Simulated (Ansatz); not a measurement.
System: C₆H₁₂Si, net charge 0, singlet state. 
Geometry from a B3LYP-D3(BJ)/def2-TZVP (Ansatz, a program for electronic structure) optimisation:
```xyz
19

C     -2.9621    -0.0876    -0.9735
C     -2.4666    -0.4421     0.2075
C     -1.6187     0.4156     1.0884
Si     0.2057    -0.0898     1.0115
C      0.9026     0.2127    -0.7175
C      2.2789    -0.3470    -0.8708
C      3.4036     0.3599    -0.8967
H     -2.8083     0.9065    -1.3786
H     -3.5429    -0.7760    -1.5730
H     -2.6482    -1.4520     0.5664
H     -1.6939     1.4672     0.7978
H     -1.9423     0.3417     2.1311
H      0.3270    -1.5307     1.3498
H      0.9838     0.6934     2.0031
H      0.8976     1.2903    -0.9042
H      0.2117    -0.2462    -1.4311
H      2.3429    -1.4304    -0.9306
H      3.3953     1.4426    -0.8358
H      4.3704    -0.1185    -0.9809
```

Total electronic energies in hartree. Cores are frozen in the correlated levels unless marked. Spin-orbit coupling is left out. Non-relativistic. CBS(X,Y): correlation extrapolated as X^-3; Hartree-Fock from the larger set. [CCSD(T)-MP2]/basis is that difference in the basis named.

```json
[
 {"level": "HF/6-31G", "program": "Ansatz", "energy (Eh)": "-522.93727"},
 {"level": "HF/aug-cc-pV(T+d)Z", "program": "Ansatz", "energy (Eh)": "-523.19272"},
 {"level": "B3LYP/def2-TZVPD", "program": "Ansatz", "energy (Eh)": "-525.44431"},
 {"level": "PBE0/def2-QZVPP", "program": "Ansatz", "energy (Eh)": "-525.01573"},
 {"level": "BHLYP/def2-TZVPD", "program": "Ansatz", "energy (Eh)": "-525.25816"},
 {"level": "LC-wPBE-D3(BJ)/def2-TZVPD", "program": "Ansatz + dftd3", "energy (Eh)": "-525.17319"},
 {"level": "B2GP-PLYP-D3(BJ)/def2-TZVPD", "program": "Ansatz + dftd3", "energy (Eh)": "-524.97448"},
 {"level": "CCSD(T)/cc-pVTZ", "program": "Ansatz", "energy (Eh)": "-524.43707"},
 {"level": "RI-MP2/CBS(aug-cc-pV(T+d)Z,aug-cc-pV(Q+d)Z)+[CCSD(T)-MP2]/aug-cc-pV(T+d)Z", "program": "Ansatz", "energy (Eh)": "-524.5824"}
]
```

Totals of different functionals don't rank their quality; only differences between species are comparable.
